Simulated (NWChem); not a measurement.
A series in which one site is exchanged, each optimised at PBE0/def2-SVP with NWChem, gas phase unless a solvent is named. This build's default masses of Se (78.918 u) and Br (79.917 u) are each other's, which moves their modes by up to 0.6 %. Some are not confirmed as minima by frequencies. def2 effective core potentials on Sr, Te; no spin-orbit coupling.

A: [Cl][Zn][Cl] (ZnCl₂; site = Zn)
B: Cl[Te]Cl (TeCl₂; site = Te)
C: [Cl][Sr][Cl] (SrCl2; site = Sr)
D: [Se](Cl)Cl (SeCl2; site = Se)

Values for A:

```
Quantity                                               Value
-----------------------------------------------------  -----
orbital gap (eV), PBE0/def2-SVP                         7.28
vertical ionisation energy, ΔSCF, B3LYP/def2-SVP (eV)  11.00
static polarisability, B3LYP/def2-SVPD (bohr³)          50.6
```

How do these values change for the other members?


```csv
change from A,B,C,D
"orbital gap (eV), PBE0/def2-SVP",-3.46,-1.69,-2.95
"vertical ionisation energy, ΔSCF, B3LYP/def2-SVP (eV)",-2.25,-1.23,-1.76
"static polarisability, B3LYP/def2-SVPD (bohr³)",+19.8,+11.1,+8.0
```
